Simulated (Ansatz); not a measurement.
A nudged elastic band was laid between two geometries of H₂STe₂ (5 atoms, charge 0, multiplicity 1).

These are results of RKS B3LYP-D4/def2-SVP in Ansatz 0.2.0, not measurements.

```
movable images  : 5
climbing image  : yes
spring          : 5.0 eV/Å²
optimiser       : quadratic models (default)
start path      : through a guess of the saddle point
force threshold : 0.03 eV/Å
iteration limit : 60
end points      : relaxed
```

First end point:

```xyz
5
Properties=species:S:1:pos:R:3
S -1.789 -0.644 0.706
Te 0.380 -1.268 -0.243
Te 1.590 1.145 -0.757
H -2.452 -0.538 -0.471
H 2.272 1.305 0.766
```

Last end point:

```xyz
5
Properties=species:S:1:pos:R:3
S -1.792 -0.988 0.581
Te 0.380 -1.314 -0.501
Te 1.997 0.576 0.664
H -2.261 -0.055 -0.284
H 1.676 1.780 -0.459
```

Q: Which bonds break or form, and what moves?

A: No bond is made or broken. The dihedral S1–Te2–Te3–H5 goes from 88 to -90°.

Q: Give the energies along the band, and the barrier.

A: The forces met the threshold. The highest image is number 3 of 0 to 6, 24.8 kJ/mol above the ends, which have the same energy within 2 meV. A vibrational analysis at the climbing image gives one clearly imaginary mode, 194i cm⁻¹: a first-order saddle point.

| image | path coordinate (Å) | energy (kJ/mol) | dihedral S1–Te2–Te3–H5 (°) |
| --- | --- | --- | --- |
| 0 | 0.00 | 0.0 | 88 |
| 1 | 0.55 | 6.6 | 116 |
| 2 | 1.11 | 19.5 | 147 |
| 3 | 1.66 | 24.8 | 177 |
| 4 | 2.24 | 19.4 | -151 |
| 5 | 2.82 | 6.6 | -120 |
| 6 | 3.40 | -0.1 | -90 |

Q: What is the geometry of the highest image?

A: 
```xyz
5
Properties=species:S:1:pos:R:3:forces:R:3
S -1.989 -0.694 0.561 0.00 0.00 0.00
Te 0.363 -1.204 0.210 0.00 0.00 0.00
Te 1.182 1.492 0.064 0.00 0.00 0.00
H -2.343 -0.630 -0.747 0.00 0.00 0.00
H 2.787 1.036 -0.088 0.00 0.00 0.00
```

Q: What are the harmonic wavenumbers there?

A: 194i, 76, 182, 307, 345, 541, 769, 2089, 2643 cm⁻¹.

Time of the run: 6.5 min on 1 CPU thread of a shared host.
